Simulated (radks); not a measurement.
Species: Cd42+. Configuration: [He] 2s2 2p2.

All-electron calculation, Dirac Kohn-Sham, PBE, spin-unpolarised, spherical densities, finite nucleus; open shells fill j = l - 1/2 first; Fermi nuclear charge, rms radius 4.6087 fm. Program: a radial shooting solver on a logarithmic mesh with Libxc functionals.

Energy parts (hartree):
total: -3415.22700
kinetic: 3658.21936
electron-nucleus: -7233.13808
Hartree: 213.23365
exchange-correlation: -53.54194

Orbitals (lengths in bohr, moments of r in powers of bohr; r(max) is where P^2 peaks):
1s1/2: occ. 2; eigenvalue (hartree) -1103.850; <1/r> 50.75; r(max) 0.01965; <r> 0.03030; <r^4> 3.989e-06; small-component weight 3.11e-02
2s1/2: occ. 2; eigenvalue (hartree) -255.2860; <1/r> 12.33; r(max) 0.1081; <r> 0.1251; <r^4> 0.0005675; small-component weight 7.21e-03
2p1/2: occ. 2; eigenvalue (hartree) -249.3920; <1/r> 12.26; r(max) 0.08274; <r> 0.1049; <r^4> 0.0003479; small-component weight 7.15e-03
2p3/2: occ. 0; eigenvalue (hartree) -241.3619; <1/r> 11.50; r(max) 0.08676; <r> 0.1095; <r^4> 0.0003984; small-component weight 6.90e-03
3s1/2: occ. 0; eigenvalue (hartree) -108.3046; <1/r> 5.241; r(max) 0.2805; <r> 0.2918; <r^4> 0.01362; small-component weight 3.01e-03
3p1/2: occ. 0; eigenvalue (hartree) -106.3696; <1/r> 5.203; r(max) 0.2609; <r> 0.2737; <r^4> 0.01130; small-component weight 2.97e-03
3p3/2: occ. 0; eigenvalue (hartree) -104.1120; <1/r> 4.990; r(max) 0.2677; <r> 0.2803; <r^4> 0.01232; small-component weight 2.90e-03

The highest occupied level is 2p1/2 at -6786.3 eV. For comparison, the ionisation energy in NIST's Atomic Spectra Database is 6869 eV (semi-empirical). In exact Kohn-Sham theory the highest level is minus the ionisation energy, but local and semilocal functionals leave it too shallow, through self-interaction and a potential that decays too fast; potentials with the right tail come closer. The electron density at the nucleus is 1.581e+05 e/bohr^3.

Beside tabulated values, note that spin-unpolarised runs miss the spin-polarisation part of the exchange energy of open shells.
